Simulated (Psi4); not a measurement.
Input for Psi4:
```
memory 2 GB

molecule mol {
1 2
O    -0.465291    1.412206   -0.070958
S    -0.016267   -0.025673   -0.002457
O    -0.361073   -0.829278   -1.162329
O    -0.689353   -0.828607    1.003637
O     1.462984    0.162450    0.221684
H    -1.389015    1.659602   -0.211037
H     2.071144   -0.582999    0.314089
}

set {
  basis 6-31g*
  reference uhf
}

energy('mp2')
print_variables()
```

Predict the MP2 correlation energy from MP2/6-31G* in Psi4.

-0.8545 Eh

Predict the total energy from MP2/6-31G*.

-698.4922 Eh

What number of basis functions does MP2/6-31G* give?

83

Estimate the SCF-reference <S^2> that MP2/6-31G* returns for this input.

0.804

What is the computed nuclear repulsion energy (MP2/6-31G*)?

292.6489 Eh

These values belong to the state on which the SCF converged, which isn't shown to be the lowest.
